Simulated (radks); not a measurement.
Results of a calculation; reference values are marked as such.
Task: Si2+, configuration [Ne] 3p(up 0.5, down 0.5) 3s(up 0.5, down 0.5) (fractional occupations, a model configuration). Code: a radial shooting solver on a logarithmic mesh with Libxc functionals. Model: non-relativistic Kohn-Sham, SCAN, spin-polarised, spherical densities, point nucleus; meta-GGA in the generalised Kohn-Sham scheme. Some entries of the table are withheld. Estimate them.

| orbital | occ. | eigenvalue (eV) | <r> (bohr) |
|---|---|---|---|
| 1s | 2 | (1) | 0.1117 |
| 2s | 2 | (2) | 0.5663 |
| 2p | 6 | -120.6758 | (3) |
| 3s | 1 | -29.2677 | 1.971 |
| 3p | 1 | -20.9355 | 2.226 |

Result: 
(1) 1s eigenvalue (eV): -1815.964
(2) 2s eigenvalue (eV): -165.8076
(3) 2p <r> (bohr): 0.5349
